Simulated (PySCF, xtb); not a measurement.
Bi(Br)(Me)2 (C₂H₆BiBr), SMILES [CH3][Bi]([Br])[CH3].

GFN2-xTB (xtb) at its own geometry gives an orbital gap of 5.41 eV and a dipole moment of 7.03 D.

Geometry: B3LYP-D3(BJ)/def2-SVP. The def2 effective core potentials stand for the cores of Bi; spin–orbit coupling is left out.

Question: What does PySCF with PBE/def2-TZVP give? (Estimate from the structure and the level; the computed values follow.)

Answer: gap 3.61 eV (levels -6.04 and -2.43 eV), dipole 3.51 D.
